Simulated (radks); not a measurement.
The selenium anion Se2-, [Kr], held by a Watson sphere: a shell of charge +2 at radius R that stands for the Madelung well of a crystal (potential energy -2/R inside, -2/r outside, in hartree with lengths in bohr). Method: scalar-relativistic Kohn-Sham, LB94 model potential, spin-polarised, spherical densities, finite nucleus; Fermi nuclear charge, rms radius of each element as measured or else 0.836 A^(1/3) + 0.57 fm; computed with a radial shooting solver on a logarithmic mesh with Libxc functionals. Response by self-consistent Sternheimer equations with the Hartree and adiabatic LDA kernel, the relativistic mass of each level held fixed and spin-orbit coupling left out. The sphere does not respond.

R (bohr)  e(3d) (eV)  e(4s) (eV)  e(4p) (eV)  <r> 4p (bohr)  sum of <r^2> (bohr^2)  X-ray form factor at sin(theta)/lambda = 0.2 1/angstrom  alpha (bohr^3)
2.4          -60.899     -22.333     -11.755          2.319                  53.79                                                   27.224           32.53
2.92         -59.927     -20.807     -10.490          2.439                  58.41                                                   27.090           42.82
3.1          -59.612     -20.345     -10.069          2.476                  59.90                                                   27.064           46.94
3.22         -59.406     -20.054      -9.795          2.499                  60.86                                                   27.050           49.85
4.82         -56.936     -17.096      -6.811          2.720                  71.30                                                   27.023           100.0
5.12         -56.548     -16.681      -6.379          2.748                  72.87                                                   27.027           111.8
5.2          -56.448     -16.576      -6.269          2.755                  73.27                                                   27.028           115.0
